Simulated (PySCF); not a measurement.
Isomers of C7H12O3, mass 144.079 u with the commonest isotopes. Theory: PBE0/pcSseg-1 in PySCF (dipole) on a GFN2-xTB geometry, gas phase. One conformer each, none proved a minimum here; rigid rotors.

Question: Order these by dipole moment, largest first.
A. `[CH2:1]=[CH:2][CH2:3][O:4][C@H:5]([CH3:6])[C:7](=[O:8])[O:9][CH3:10]` with C1–C2–C3–O4 -136°, C2–C3–O4–C5 66°, C3–O4–C5–C6 -170°, O4–C5–C7–O8 7°, C5–C7–O9–C10 -178°
B. `[CH3:1][O:2][C@H:3]1[CH2:4][C@:5]([CH3:6])([C:7](=[O:8])[OH:9])[CH2:10]1` with C1–O2–C3–C4 76°, C4–C5–C7–O8 5°, C5–C7–O9–H 179°, O2–C3–C4–C5 130°, C3–C4–C5–C6 -133°, C4–C5–C10–C3 13°, O2–C3–C10–C5 -133°
C. `[CH3:1][CH2:2][CH2:3][C@:4]1([CH3:5])[CH2:6][O:7][C:8](=[O:9])[O:10]1` with C1–C2–C3–C4 175°, C2–C3–C4–C5 60°
D. `[CH3:1][O:2][CH2:3][C:4](=[O:5])[O:6][CH2:7][CH:8]1[CH2:9][CH2:10]1` with C1–O2–C3–C4 -70°, O2–C3–C4–O5 4°, C3–C4–O6–C7 180°, C4–O6–C7–C8 177°, O6–C7–C8–C9 -85°
E. `[CH3:1]/[C:2]([CH2:3][OH:4])=[C:5](/[CH3:6])[CH2:7][O:8][CH:9]=[O:10]` with C1–C2–C3–O4 112°, C2–C3–O4–H -54°, C2–C5–C7–O8 -111°, C5–C7–O8–C9 94°, C7–O8–C9–O10 1°

Answer: C (6.11 D), D (2.71 D), A (2.43 D), E (1.13 D), B (0.61 D).

Question: Order these by rotational constant A, largest first.
A. `[CH2:1]=[CH:2][CH2:3][O:4][C@H:5]([CH3:6])[C:7](=[O:8])[O:9][CH3:10]` with C1–C2–C3–O4 -136°, C2–C3–O4–C5 66°, C3–O4–C5–C6 -170°, O4–C5–C7–O8 7°, C5–C7–O9–C10 -178°
B. `[CH3:1][O:2][C@@H:3]([CH3:4])[C:5](=[O:6])[O:7][CH:8]1[CH2:9][CH2:10]1` with C1–O2–C3–C4 173°, O2–C3–C5–O6 -12°, C3–C5–O7–C8 178°, C5–O7–C8–C9 147°
C. `[CH3:1][CH2:2][CH2:3][C@:4]1([CH3:5])[CH2:6][O:7][C:8](=[O:9])[O:10]1` with C1–C2–C3–C4 175°, C2–C3–C4–C5 60°
D. `[CH3:1][O:2][C@H:3]1[CH2:4][C@:5]([CH3:6])([C:7](=[O:8])[OH:9])[CH2:10]1` with C1–O2–C3–C4 76°, C4–C5–C7–O8 5°, C5–C7–O9–H 179°, O2–C3–C4–C5 130°, C3–C4–C5–C6 -133°, C4–C5–C10–C3 13°, O2–C3–C10–C5 -133°
E. `[CH3:1][O:2][CH2:3][C:4](=[O:5])[O:6][CH2:7][CH:8]1[CH2:9][CH2:10]1` with C1–O2–C3–C4 -70°, O2–C3–C4–O5 4°, C3–C4–O6–C7 180°, C4–O6–C7–C8 177°, O6–C7–C8–C9 -85°

Answer: E (4277 MHz), B (2838 MHz), C (2753 MHz), D (2659 MHz), A (1905 MHz).

Question: Order these by out-of-plane moment Σ m c² = (Ia + Ib − Ic)/2, largest first.
A. `[CH3:1][O:2][CH2:3][C:4](=[O:5])[O:6][CH2:7][CH:8]1[CH2:9][CH2:10]1` with C1–O2–C3–C4 -70°, O2–C3–C4–O5 4°, C3–C4–O6–C7 180°, C4–O6–C7–C8 177°, O6–C7–C8–C9 -85°
B. `[CH3:1][CH:2]([CH3:3])[O:4][C@H:5]1[CH2:6][C:7](=[O:8])[CH2:9][O:10]1` with C1–C2–O4–C5 82°, C2–O4–C5–C6 170°, O4–C5–C6–C7 96°, C5–C6–C7–O8 -170°, C6–C7–C9–O10 9°, C7–C9–O10–C5 -27°
C. `[CH3:1][O:2][C@@H:3]([CH3:4])[C:5](=[O:6])[O:7][CH:8]1[CH2:9][CH2:10]1` with C1–O2–C3–C4 173°, O2–C3–C5–O6 -12°, C3–C5–O7–C8 178°, C5–O7–C8–C9 147°
D. `[CH3:1][O:2][C@H:3]1[CH2:4][C@:5]([CH3:6])([C:7](=[O:8])[OH:9])[CH2:10]1` with C1–O2–C3–C4 76°, C4–C5–C7–O8 5°, C5–C7–O9–H 179°, O2–C3–C4–C5 130°, C3–C4–C5–C6 -133°, C4–C5–C10–C3 13°, O2–C3–C10–C5 -133°
E. `[CH3:1][CH2:2][CH2:3][C@:4]1([CH3:5])[CH2:6][O:7][C:8](=[O:9])[O:10]1` with C1–C2–C3–C4 175°, C2–C3–C4–C5 60°
F. `[CH3:1]/[C:2]([CH2:3][OH:4])=[C:5](/[CH3:6])[CH2:7][O:8][CH:9]=[O:10]` with C1–C2–C3–O4 112°, C2–C3–O4–H -54°, C2–C5–C7–O8 -111°, C5–C7–O8–C9 94°, C7–O8–C9–O10 1°
G. `[CH2:1]=[CH:2][CH2:3][O:4][C@H:5]([CH3:6])[C:7](=[O:8])[O:9][CH3:10]` with C1–C2–C3–O4 -136°, C2–C3–O4–C5 66°, C3–O4–C5–C6 -170°, O4–C5–C7–O8 7°, C5–C7–O9–C10 -178°

Answer: F (83.42 u·Å²), G (82.64 u·Å²), E (81.96 u·Å²), D (67.18 u·Å²), B (55.92 u·Å²), C (49.64 u·Å²), A (43.44 u·Å²).

```csv
SMILES,point group,Ia (u·Å²),Ib (u·Å²),Ic (u·Å²),κ,μa (D),μb (D),μc (D)
CCC[C@]1(C)COC(=O)O1,C1,183.54,685.66,705.28,-0.98,5.55,1.83,1.79
C=CCO[C@H](C)C(=O)OC,C1,265.31,614.52,714.54,-0.81,0.81,0.90,2.10
COCC(=O)OCC1CC1,C1,118.17,1007.84,1039.13,-0.99,2.17,1.41,0.79
CO[C@H]1C[C@](C)(C(=O)O)C1,C1,190.08,641.40,697.13,-0.93,0.35,0.50,0.08
CO[C@@H](C)C(=O)OC1CC1,C1,178.11,727.41,806.24,-0.94,1.80,0.54,1.86
C/C(CO)=C(/C)COC=O,C1,262.09,584.64,679.89,-0.80,0.26,0.50,0.97
CC(C)O[C@H]1CC(=O)CO1,C1,178.18,652.35,718.70,-0.93,2.27,0.32,1.46
```
